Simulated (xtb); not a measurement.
CeF$_{4}$, charge +1, doublet, geometry from GFN2-xTB (such geometries of metal compounds can be far from the true shape) (GFN-xTB holds the 4f electrons in the core, so unpaired electrons go into valence orbitals and the state isn't the physical one) (the multiplicity is a formal guess); GFN1-xTB run with xtb 6.7.1.

Here is a job for xtb.
```
$ xtb mol.xyz --gfn 1 --chrg 1 --uhf 1 --acc 0.0001 --json

# file mol.xyz
5

Ce     0.00000000     0.00000000     0.00000000
F      1.37940240     0.97345123    -1.26815847
F      1.03421518    -1.31834094     1.28489701
F     -1.37951082    -1.09240185    -1.16712995
F     -1.03410677     1.43729155     1.15039141
```

The log (banner, timings and long lists left out):

```
   ID    Z sym.   atoms
    1   58 Ce     1
    2    9 F      2-5

           -------------------------------------------------
          |                Calculation Setup                |
           -------------------------------------------------

           -------------------------------------------------
          |                 G F N 1 - x T B                 |
           -------------------------------------------------

          ...................................................
          :                      SETUP                      :
          :.................................................:
          :  # basis functions                  26          :
          :  # atomic orbitals                  25          :
          :  # shells                           11          :
          :  # electrons                        30          :
          :  # halogen bonds                     0          :
          :  max. iterations                   250          :
          :  Hamiltonian                  GFN1-xTB          :
          :  restarted?                      false          :
          :  GBSA solvation                  false          :
          :  PC potential                    false          :
          :  electronic temp.          300.0000000     K    :
          :  accuracy                    0.0001000          :
          :  -> integral cutoff          0.6500000E+02      :
          :  -> integral neglect         0.1000000E-11      :
          :  -> SCF convergence          0.1000000E-09 Eh   :
          :  -> wf. convergence          0.2000000E-08 e    :
          :  Broyden damping             0.4000000          :
          :  net charge                          1          :
          :  unpaired electrons                  1          :
          ...................................................

 iter      E             dE          RMSdq      gap      omega  full diag
   1    -20.3487246 -0.203487E+02  0.668E+00    0.00       0.0  T
   2    -20.5065290 -0.157804E+00  0.479E+00    0.00       1.0  T
   3    -20.7076534 -0.201124E+00  0.301E+00    0.00       1.0  T
   4    -18.9837820  0.172387E+01  0.204E+01    0.00       1.0  T
   5    -20.6504147 -0.166663E+01  0.200E+00    0.00       1.0  T
   6    -20.2113065  0.439108E+00  0.583E+00    0.01       1.0  T
   7    -20.3868376 -0.175531E+00  0.483E+00    0.01       1.0  T
   8    -20.4903017 -0.103464E+00  0.400E+00    0.01       1.0  T
   9    -20.6947798 -0.204478E+00  0.116E+00    0.00       1.0  T
  10    -20.7170379 -0.222581E-01  0.480E-01    0.00       1.0  T
  11    -20.7146286  0.240930E-02  0.561E-01    0.00       1.0  T
  12    -20.7161615 -0.153295E-02  0.483E-01    0.00       1.0  T
  13    -20.7165145 -0.352938E-03  0.456E-01    0.00       1.0  T
  14    -20.7165749 -0.603876E-04  0.445E-01    0.00       1.0  T
  15    -20.7167701 -0.195271E-03  0.422E-01    0.00       1.0  T
  16    -20.7172768 -0.506684E-03  0.329E-01    0.00       1.0  T
  17    -20.7179048 -0.627999E-03  0.165E-01    0.00       1.0  T
  18    -20.7180777 -0.172881E-03  0.624E-02    0.00       1.0  T
  19    -20.7181033 -0.255545E-04  0.187E-02    0.00       2.4  T
  20    -20.7181056 -0.238084E-05  0.276E-03    0.00      16.2  T
  21    -20.7181057 -0.620925E-07  0.739E-04    0.00      60.5  T
  22    -20.7181057 -0.685667E-08  0.561E-05    0.00     797.1  T
  23    -20.7181057 -0.397264E-10  0.999E-06    0.00    4478.1  T
  24    -20.7181057 -0.863309E-12  0.544E-06    0.00    8221.5  T
  25    -20.7181057 -0.444089E-12  0.782E-07    0.00   57197.0  T
  26    -20.7181057 -0.177636E-13  0.150E-07    0.00  100000.0  T
  27    -20.7181057  0.142109E-12  0.110E-08    0.00  100000.0  T
  28    -20.7181057  0.000000E+00  0.489E-10    0.00  100000.0  T

   *** convergence criteria satisfied after 28 iterations ***

         :::::::::::::::::::::::::::::::::::::::::::::::::::::
         ::                     SUMMARY                     ::
[...]
         :: total energy             -20.716942210493 Eh    ::
[...]
         :: add. restraining           0.000000000000 Eh    ::
         :: total charge               1.000000000000 e     ::
         :::::::::::::::::::::::::::::::::::::::::::::::::::::

           -------------------------------------------------
          |                Property Printout                |
           -------------------------------------------------

    * Orbital Energies and Occupations

         #    Occupation            Energy/Eh            Energy/eV
      -------------------------------------------------------------
         1        2.0000           -1.1137937             -30.3079
       ...           ...                  ...                  ...
         3        2.0000           -1.1137937             -30.3079
         4        2.0000           -1.1130391             -30.2873
         5        2.0000           -0.8102838             -22.0489
         6        2.0000           -0.8046756             -21.8963
         7        2.0000           -0.8046756             -21.8963
         8        2.0000           -0.8046756             -21.8963
         9        1.8280           -0.7957417             -21.6532
        10        1.8280           -0.7957417             -21.6532
        11        1.7421           -0.7953116             -21.6415
        12        1.7421           -0.7953116             -21.6415
        13        1.7421           -0.7953116             -21.6415
        14        1.7059           -0.7951667             -21.6376
        15        1.7059           -0.7951667             -21.6376 (HOMO)
        16        1.7059           -0.7951667             -21.6376 (LUMO)
        17                         -0.6616771             -18.0051
        18                         -0.6616771             -18.0051
        19                         -0.6575223             -17.8921
        20                         -0.6575223             -17.8921
        21                         -0.6575223             -17.8921
        22                         -0.6345753             -17.2677
        23                         -0.3084220              -8.3926
        24                         -0.3084220              -8.3926
        25                         -0.3084220              -8.3926
      -------------------------------------------------------------
                  HL-Gap            0.0000000 Eh            0.0000 eV
             Fermi-level           -0.7934966 Eh          -21.5921 eV

  Mulliken/CM5 charges         n(s)   n(p)   n(d)
     1Ce    1.51898  2.08604   0.548  0.928  0.005
     2F    -0.12975 -0.27151   1.757  5.373  0.000
     3F    -0.12975 -0.27151   1.757  5.373  0.000
     4F    -0.12975 -0.27151   1.757  5.373  0.000
     5F    -0.12975 -0.27151   1.757  5.373  0.000

Wiberg/Mayer (AO) data.
largest (>0.10) Wiberg bond orders for each atom

 ---------------------------------------------------------------------------
     #   Z sym  total        # sym  WBO       # sym  WBO       # sym  WBO
 ---------------------------------------------------------------------------
     1  58 Ce   2.375 --     2 F    0.594     5 F    0.594     3 F    0.594
                             4 F    0.594
     2   9 F    0.659 --     1 Ce   0.594
     3   9 F    0.659 --     1 Ce   0.594
     4   9 F    0.659 --     1 Ce   0.594
     5   9 F    0.659 --     1 Ce   0.594
 ---------------------------------------------------------------------------

Topologies differ in total number of bonds
Writing topology from bond orders to xtbtopo.mol

 dipole moment from electron density (au)
     X       Y       Z
   0.0000   0.0000   0.0000  total (Debye):    0.000

           -------------------------------------------------
          | TOTAL ENERGY              -20.716942210493 Eh   |
          | GRADIENT NORM               0.004605249979 Eh/α |
          | HOMO-LUMO GAP               0.000000000055 eV   |
           -------------------------------------------------

normal termination of xtb
```
